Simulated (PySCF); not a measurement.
Compound: C4H8GeO.
Z-matrix (Å and degrees, PBE0-D3(BJ)/def2-SVP geometry), rows numbered from 1:
```
C 
C   1  1.3242
C   2  1.4661  1  148.89
C   2  1.4692  1  148.51  3   172.68
O   4  1.3844  2  121.83  3   106.36
Ge  5  1.7929  4  120.36  2    47.43
H   1  1.0944  2  121.37  3     3.50
H   1  1.0945  2  121.22  3  -176.46
H   3  1.0960  2  119.82  4   107.20
H   3  1.0960  2  117.48  4  -105.31
H   4  1.1007  2  117.21  3  -105.36
H   6  1.5340  5  103.91  4   161.42
H   6  1.5388  5  109.97  4   -79.33
H   6  1.5418  5  108.87  4    41.94
```

Level: CAM-B3LYP/def2-SVPD in PySCF, non-relativistic, on one gas-phase PBE0-D3(BJ)/def2-SVP geometry that isn't relaxed in the solvent. The solvent is an IEF-PCM continuum (cavity from Bondi-type radii × 1.2), and excitations are vertical TDDFT with non-equilibrium linear response and a frozen core. Specific hydrogen bonds and non-electrostatic terms are outside this model. Spin–orbit coupling is left out although an atom past zinc is present.

Gas-phase singlets (H = HOMO, L = LUMO):

```csv
state,E (eV),λ (nm),f,leading configurations
S1,5.914,210,0.002,"H-1→L 73%, H-1→L+2 8%"
S2,6.164,201,0.019,"H→L 58%, H-2→L 24%"
S3,6.935,179,0.012,"H→L+2 39%, H-1→L+2 20%"
S4,7.034,176,0.256,"H-2→L 52%, H→L 26%"
S5,7.184,173,0.035,"H-1→L+2 41%, H→L+2 30%"
```

Task: How does the list change in benzene (ε = 2.271)?

Result: 
```json
{"state": "S1", "E (eV)": "5.917", "λ (nm)": "210", "f": "0.002", "leading configurations": "H-1→L 78%, H-1→L+2 9%", "change by rank (eV)": "+0.003"}
{"state": "S2", "E (eV)": "6.170", "λ (nm)": "201", "f": "0.039", "leading configurations": "H→L 63%, H-2→L 23%", "change by rank (eV)": "+0.006"}
{"state": "S3", "E (eV)": "6.900", "λ (nm)": "180", "f": "0.390", "leading configurations": "H-2→L 62%, H→L 21%", "change by rank (eV)": "-0.035"}
{"state": "S4", "E (eV)": "6.965", "λ (nm)": "178", "f": "0.013", "leading configurations": "H→L+2 38%, H-2→L+2 18%", "change by rank (eV)": "-0.069"}
{"state": "S5", "E (eV)": "7.193", "λ (nm)": "172", "f": "0.017", "leading configurations": "H-1→L+2 49%, H→L+2 26%", "change by rank (eV)": "+0.009"}
```

Task: How do the frontier levels move from gas to benzene?

Result: 
```
orbital  gas (eV)  solvent (eV)  change (eV)                    Löwdin shares, gas                 Löwdin shares, solvent
 LUMO+2      1.27          1.33        +0.06    Ge6 33 %, C2 11 %, C1 9 %, H13 8 %      Ge6 32 %, C2 11 %, C1 9 %, O5 9 %
 LUMO+1      0.98          1.05        +0.07  Ge6 46 %, H14 10 %, H12 9 %, H13 9 %  Ge6 48 %, H14 10 %, H12 10 %, H13 9 %
   LUMO      0.60          0.66        +0.06    C1 17 %, C2 16 %, Ge6 15 %, O5 8 %     C1 18 %, C2 17 %, Ge6 13 %, O5 9 %
   HOMO     -8.86         -8.84        +0.02    C1 21 %, O5 21 %, C2 20 %, C3 12 %     C1 22 %, C2 20 %, O5 20 %, C3 12 %
 HOMO-1     -9.05         -9.04        +0.01     O5 32 %, C2 20 %, C4 16 %, C3 8 %      O5 30 %, C2 20 %, C4 16 %, C3 8 %
 HOMO-2     -9.30         -9.28        +0.02    C2 22 %, O5 21 %, C1 20 %, C3 13 %     O5 22 %, C2 21 %, C1 19 %, C3 14 %
 HOMO-3    -10.74        -10.69        +0.05  Ge6 18 %, C3 17 %, H13 15 %, O5 12 %   Ge6 19 %, C3 17 %, H13 15 %, O5 12 %
```

The HOMO–LUMO gap goes from 9.46 to 9.49 eV.

Hardware: one thread of an Arm Neoverse V2, no GPU, on a shared host. Cost: 36 s of wall time, 1.1 GiB resident at most. This is the whole response run at CAM-B3LYP/def2-SVPD in benzene, SCF included.
